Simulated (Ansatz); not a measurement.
SnI4⁺. Charge 1, multiplicity 2. Geometry PBE0-D4/def2-SVP, that of the neutral singlet; atoms count from 1.

```xyz
5

Sn    0.000    0.000    0.000
I    -1.871    0.438   -1.865
I     1.092    2.332    0.734
I     1.900   -1.600   -1.001
I    -1.121   -1.171    2.132
```

In the def2 sets I, Sn take a core potential; there is no spin–orbit coupling.

(1) Estimate the Mulliken populations from the PBE0/def2-TZVP orbitals of Ansatz.

(2) Where does the spin sit?

(3) And the Mayer bond orders between heavy atoms (over 0.3)?

Answers

(1) 
```json
{"atom": "Sn1", "charge (e)": "0.63", "spin (α − β)": "-0.08"}
{"atom": "I2", "charge (e)": "0.09", "spin (α − β)": "0.27"}
{"atom": "I3", "charge (e)": "0.09", "spin (α − β)": "0.27"}
{"atom": "I4", "charge (e)": "0.09", "spin (α − β)": "0.27"}
{"atom": "I5", "charge (e)": "0.09", "spin (α − β)": "0.27"}
```
Mulliken values depend strongly on the basis.

(2) Summed by element: Sn -0.08, I 1.08, of 1 unpaired in all. Largest on single atoms: I4 0.27, I2 0.27, I3 0.27.

(3) Sn1–I2 1.03 (2.68 Å); Sn1–I3 1.03 (2.68 Å); Sn1–I4 1.03 (2.68 Å); Sn1–I5 1.03 (2.68 Å).
